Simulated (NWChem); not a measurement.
System: AlNH$_{3}$Br; SMILES [NH2][AlH][Br]

Input file for NWChem:

```
start job
memory heap 200 mb stack 900 mb global 1100 mb
geometry units angstroms noautosym nocenter noautoz
  Al    -0.577357     1.085024     0.000000
  H     -2.123653     1.384781     0.000000
  Br     0.188415    -1.043500     0.000000
  N      0.614772     2.383669     0.000000
  H      1.620801     2.255621     0.000000
  H      0.386431     3.371988     0.000000
end
basis spherical
  * library 6-31g*
end
dft
  xc hfexch
  iterations 150
end
property
  shielding
end
task dft property
```

NWChem printed, in part:

```
             Northwest Computational Chemistry Package (NWChem) 7.3.0
             --------------------------------------------------------

                             Geometry "geometry" -> ""
                             -------------------------

 Output coordinates in angstroms (scale by  1.889725989 to convert to a.u.)

  No.       Tag          Charge          X              Y              Z
 ---- ---------------- ---------- -------------- -------------- --------------
    1 Al                  13.0000    -0.57735700     1.08502400     0.00000000
    2 H                    1.0000    -2.12365300     1.38478100     0.00000000
    3 Br                  35.0000     0.18841500    -1.04350000     0.00000000
    4 N                    7.0000     0.61477200     2.38366900     0.00000000
    5 H                    1.0000     1.62080100     2.25562100     0.00000000
    6 H                    1.0000     0.38643100     3.37198800     0.00000000

 Effective nuclear repulsion energy (a.u.)     205.2583257571

  xc_inp: hfexch multiplicative factor not found.
                              NWChem Property Module
                              ----------------------

  itol2e modified to match energy
  convergence criterion.

                                 NWChem DFT Module
                                 -----------------

 Summary of "ao basis" -> "ao basis" (spherical)
 ------------------------------------------------------------------------------
       Tag                 Description            Shells   Functions and Types
 ---------------- ------------------------------  ------  ---------------------
 Al                          6-31g*                  8       18   4s3p1d
 H                           6-31g*                  2        2   2s
 Br                          6-31g*                 12       32   5s4p3d
 N                           6-31g*                  6       14   3s2p1d

  itol2e modified to match energy
  convergence criterion.

[...]

          -----------------------------------------
          Chemical Shielding Tensors (GIAO, in ppm)
          -----------------------------------------

                                NWChem CPHF Module
                                ------------------

  scftype          =     RHF
  nclosed          =       29
  nopen            =        0
  variables        =     1189
  # of vectors     =        3
  tolerance        = 0.10D-03
  level shift      = 0.00D+00
  max iterations   =       50
  max subspace     =       30

 SCF residual:    9.6255036603798462E-005

Iterative solution of linear equations
  No. of variables     1189
  No. of equations        3
  Maximum subspace       30
        Iterations       50
       Convergence  1.0D-04

   iter   nsub   residual    time
   ----  ------  --------  ---------
     1      3    1.23D+00      16.5
     2      6    1.65D-01      19.2
     3      9    1.52D-02      21.8
     4     12    2.65D-03      24.4
     5     15    3.83D-04      27.1
     6     18    7.84D-05      29.8

      Atom:    1  Al
        Diamagnetic
    791.5604     -1.2978      0.0000
     -1.2978    801.8446     -0.0000
      0.0000     -0.0000    792.8992

        Paramagnetic
   -294.0053      8.7999      0.0000
      8.7999   -325.6333      0.0000
      0.0000      0.0000   -344.2870

        Total Shielding Tensor
    497.5551      7.5022      0.0000
      7.5022    476.2113      0.0000
      0.0000      0.0000    448.6123

           isotropic =     474.1262
          anisotropy =      38.7030

          Principal Components and Axis System
                 1           2           3
              499.9282    473.8382    448.6123

      1         0.9534     -0.3016      0.0000
      2         0.3016      0.9534      0.0000
      3         0.0000      0.0000      1.0000

      Atom:    2  H
        Diamagnetic
     35.8378     -3.5067      0.0000
     -3.5067     26.1614     -0.0000
      0.0000     -0.0000     23.2490

        Paramagnetic
     -2.9115      1.0427     -0.0000
      1.0427     -0.4426     -0.0000
     -0.0000     -0.0000      0.0256

        Total Shielding Tensor
     32.9263     -2.4640     -0.0000
     -2.4640     25.7188     -0.0000
     -0.0000     -0.0000     23.2746

           isotropic =      27.3066
          anisotropy =       9.5724

          Principal Components and Axis System
                 1           2           3
               33.6882     24.9570     23.2746

      1         0.9554      0.2954      0.0000
      2        -0.2954      0.9554      0.0000
      3         0.0000      0.0000      1.0000

      Atom:    3  Br
        Diamagnetic
   3121.4933     -2.4598      0.0000
     -2.4598   3128.9070     -0.0000
      0.0000     -0.0000   3120.7997

        Paramagnetic
   -286.1816   -140.9438     -0.0000
   -140.9438   -180.5923     -0.0000
     -0.0000     -0.0000   -222.4596

        Total Shielding Tensor
   2835.3117   -143.4036     -0.0000
   -143.4036   2948.3147     -0.0000
     -0.0000     -0.0000   2898.3401

           isotropic =    2893.9888
          anisotropy =     227.9362

          Principal Components and Axis System
                 1           2           3
             3045.9463   2898.3401   2737.6801

      1        -0.5628      0.0000      0.8266
      2         0.8266      0.0000      0.5628
      3         0.0000      1.0000      0.0000

      Atom:    4  N
        Diamagnetic
    326.8076      8.1521      0.0000
      8.1521    332.1000     -0.0000
      0.0000     -0.0000    304.3796

[...]
```

Level: Hartree-Fock/6-31G* (spherical d), GIAO. All runs use the structure optimised with PBE0/def2-SVP. The printed shielding anisotropy is the first printed principal value minus the mean of the other two.
